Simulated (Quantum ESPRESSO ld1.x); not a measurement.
Values are calculated unless marked as measured or tabulated.
Problem. Species: Gd+. Configuration: [Xe] 4f7 5d1 6d1 (not the ground configuration). Code: ld1.x of Quantum ESPRESSO 7.5. Model: Dirac Kohn-Sham, LDA (Slater exchange, VWN5 correlation), spin-unpolarised, spherical densities, point nucleus; open shells fill j = l - 1/2 first.

Spin-orbit splittings of the eigenvalues, e(l+1/2) - e(l-1/2), with zeta = 2 splitting/(2l+1) and mean radii in bohr:

| shell | occ. | splitting (eV) | zeta (eV) | <r> j=l-1/2 | <r> j=l+1/2 |
|---|---|---|---|---|---|
| 2p | 6 | 695.1 | 463.4 | 0.07749 | 0.08432 |
| 3p | 6 | 142.5 | 95.01 | 0.2338 | 0.2469 |
| 3d | 10 | ? | ? | 0.2188 | 0.2229 |
| 4p | 6 | 31.88 | 21.25 | 0.5650 | 0.5948 |
| 4d | 10 | 5.762 | 2.305 | 0.6305 | 0.6410 |
| 4f | 7 | 0.7565 | 0.2161 | 0.8574 | 0.8698 |
| 5p | 6 | 4.429 | 2.953 | 1.491 | 1.585 |
| 5d | 1 | 0.3496 | 0.1399 | 2.388 | 2.442 |
| 5f | 0 | 0.001862 | 0.0005319 | 8.295 | 8.304 |
| 6p | 0 | 0.4741 | 0.3161 | 4.333 | 4.584 |
| 6d | 1 | 0.04172 | 0.01669 | 7.216 | 7.285 |
| 7d | 0 | 0.01842 | 0.007370 | 13.29 | 13.42 |

Estimate the 3d splitting.

Solution. 31.08 eV (zeta = 12.43 eV).
